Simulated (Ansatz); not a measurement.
Basis-set extrapolation for `CO[SiH](C)N` (PBE0-D4/def2-TZVP geometry, frozen core, Ansatz 0.2.0). Multiplicity 1, RHF reference.

```csv
,def2-TZVPP,def2-QZVPP
HF,-499.407440,-499.427488
MP2 correlation,-0.930104,-0.996856
CCSD(T) correlation,-1.013575,not run
```

Energies in hartree. Use E(X) = E(∞) + A·exp(−7.88·√X) for Hartree–Fock and E(X) = E(∞) + B·X^(−2.97) for correlation, with X = 3 and 4, and add CCSD(T) minus MP2 of the smaller set to the MP2 limit.

What is the CCSD(T) energy at the basis-set limit?

HF limit: -499.427488 + (-0.020048) × 0.13774 = -499.43025. MP2 limit: -0.996856 + (-0.066752) × 0.74074 = -1.04630. Higher-order term: -1.013575 − (-0.930104) = -0.08347. Total: -500.56002 hartree, 87.2 kcal/mol below CCSD(T)/def2-TZVPP.
